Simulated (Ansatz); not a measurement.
Reaction (ligand exchange at the Si–O bond): `O[SiH2]O[SiH2][SiH3]` + `BNC=C` → `BN(C=C)[SiH2][SiH3]` + `O[SiH2]O`

Program: Ansatz. Geometries: PBE0-D4/def2-TZVP. ΔE: electronic, gas phase. CCSD(T)/CBS is the MP2 limit (def2-TZVPP, def2-QZVPP) plus CCSD(T) − MP2 in def2-TZVPP, frozen cores. DFT in def2-TZVPP. One conformer a species, not always the lowest.

Task: Is it downhill or uphill in electronic energy at CCSD(T)/CBS, and by how much? (Estimate.)

Result: Ansatz gave: Uphill: ΔE = +15.8 kcal/mol.

Task: What do these levels give: PBE0, CCSD/def2-TZVPP, MP2/def2-QZVPP, SCS-MP2/def2-QZVPP, HF/CBS(def2), MP2/CBS(def2)? (Best estimate.)

Result: Computed: PBE0 17.2, CCSD/def2-TZVPP 16.8, MP2/def2-QZVPP 15.0, SCS-MP2/def2-QZVPP 16.5, HF/CBS(def2) 22.8, MP2/CBS(def2) 14.9 kcal/mol.

Largest T1 diagnostic among the species: 0.014.

In def2-TZVPP, CCSD(T) changes the Hartree–Fock value by −6.7 kcal/mol (the triples alone add −1.1 kcal/mol) and MP2 by −7.7 kcal/mol. The D4 term adds −2.1 kcal/mol with B3LYP and −1.1 kcal/mol with PBE0; it sums over pairs of atoms, weighted by their polarisabilities, and B3LYP, whose exchange is more repulsive, gets the larger term.

B3LYP here is the variant with VWN-RPA as its local correlation; programs differ in this.
